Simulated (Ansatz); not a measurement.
Cost and result for the atomization energy of `[CH3][AlH][NH][SiH2]C` (15 atoms, 14 bonds).

Cartesian coordinates in Å:
```
C -2.7114 -1.5824 0.7896
Al -0.8148 -1.1432 0.8866
N -0.0541 -0.2079 -0.4305
Si 1.5906 0.2888 -0.6163
C 1.7978 2.1459 -0.6253
H -3.2050 -1.1589 -0.0888
H -2.8580 -2.6674 0.7609
H -3.2430 -1.2234 1.6768
H 0.1189 -1.5696 2.0939
H -0.6614 0.0634 -1.1941
H 2.3441 -0.3018 0.5228
H 2.1677 -0.2431 -1.8871
H 1.2387 2.5991 -1.4486
H 1.4396 2.5844 0.3092
H 2.8503 2.4159 -0.7491
```

The species carries charge 0 and has multiplicity 1. The geometry is a stationary point of PBE0-D4/def2-TZVP. It is one conformer, not always the lowest. Program: Ansatz. All runs use 4 threads of a server CPU on a shared host. Times are those of one run each, without the atoms' runs, and a repeat can differ threefold. Electronic energies, without spin–orbit coupling; frozen cores. CCSD(T)/CBS adds CCSD(T) − MP2 in def2-TZVPP to the MP2 limit, and its time is that of the two runs behind it. T1 = 0.011. HSE06 is the plane-wave form, built on full-range PBE exchange.

CCSD(T)/CBS is a level of theory with its own doubt, some kJ/mol a heavy atom from the limit and from the frozen cores, so smaller differences don't rank the functionals.

```
                           level  functions  wall time
          LDA (SPW92)/def2-TZVPP        317      1.1 s
              BLYP-D4/def2-TZVPP        317      1.6 s
            revPBE-D4/def2-TZVPP        317      1.6 s
 PBE-D4/def2-TZVPP (with forces)        317        2 s
             HSE06-D4/def2-TZVPP        317      2.6 s
                CCSD(T)/def2-SVP        128      3.5 s
             PBE-QIDH/def2-TZVPP        317      4.5 s
               B97M-V/def2-TZVPP        317      5.5 s
              ωB97X-V/def2-TZVPP        317      5.5 s
ωB97M-V/def2-TZVPP (with forces)        317        8 s
                  MP2/def2-QZVPP        611       21 s
              CCSD(T)/def2-TZVPP        317    3.5 min
               CCSD(T)/CBS(def2)          –    3.8 min
```

**Question.** What atomization energy does each give, and how far from CCSD(T)/CBS? (Estimate.)

**Answer.** Ansatz gave: 
```json
{"level": "LDA (SPW92)/def2-TZVPP", "atomization (kcal/mol)": "1398.3", "difference from CCSD(T)/CBS": "141.4", "per bond": "10.1"}
{"level": "BLYP-D4/def2-TZVPP", "atomization (kcal/mol)": "1247.4", "difference from CCSD(T)/CBS": "-9.5", "per bond": "-0.7"}
{"level": "revPBE-D4/def2-TZVPP", "atomization (kcal/mol)": "1236.1", "difference from CCSD(T)/CBS": "-20.8", "per bond": "-1.5"}
{"level": "PBE-D4/def2-TZVPP (with forces)", "atomization (kcal/mol)": "1259.4", "difference from CCSD(T)/CBS": "2.5", "per bond": "0.2"}
{"level": "HSE06-D4/def2-TZVPP", "atomization (kcal/mol)": "1249.8", "difference from CCSD(T)/CBS": "-7.1", "per bond": "-0.5"}
{"level": "CCSD(T)/def2-SVP", "atomization (kcal/mol)": "1184.0", "difference from CCSD(T)/CBS": "-72.9", "per bond": "-5.2"}
{"level": "PBE-QIDH/def2-TZVPP", "atomization (kcal/mol)": "1244.3", "difference from CCSD(T)/CBS": "-12.6", "per bond": "-0.9"}
{"level": "B97M-V/def2-TZVPP", "atomization (kcal/mol)": "1262.4", "difference from CCSD(T)/CBS": "5.5", "per bond": "0.4"}
{"level": "ωB97X-V/def2-TZVPP", "atomization (kcal/mol)": "1260.7", "difference from CCSD(T)/CBS": "3.8", "per bond": "0.3"}
{"level": "ωB97M-V/def2-TZVPP (with forces)", "atomization (kcal/mol)": "1259.7", "difference from CCSD(T)/CBS": "2.8", "per bond": "0.2"}
{"level": "MP2/def2-QZVPP", "atomization (kcal/mol)": "1249.7", "difference from CCSD(T)/CBS": "-7.2", "per bond": "-0.5"}
{"level": "CCSD(T)/def2-TZVPP", "atomization (kcal/mol)": "1225.8", "difference from CCSD(T)/CBS": "-31.1", "per bond": "-2.2"}
{"level": "CCSD(T)/CBS(def2)", "atomization (kcal/mol)": "1256.9", "difference from CCSD(T)/CBS": "0.0", "per bond": "0.0"}
```

The D4 term adds +11.1 kcal/mol with B3LYP and +5.9 kcal/mol with PBE0; it sums over pairs of atoms, weighted by their polarisabilities, and B3LYP, whose exchange is more repulsive, gets the larger term. Leaving LDA and LC-ωPBE aside and taking each functional with its dispersion term where it has one, the values, not all of them listed here, spread over 27.6 kcal/mol, from BHLYP-D4 to CAM-B3LYP-D4. LDA lies +145.9 kcal/mol from PBE without D4, its usual overbinding. From PBE to PBE0 (25 % exact exchange), in def2-TZVPP and without D4, the atomization energy moves by −9.2 kcal/mol: exact exchange takes away binding that semilocal exchange gives to molecules.

B3LYP here is the variant with VWN-RPA as its local correlation; programs differ in this.
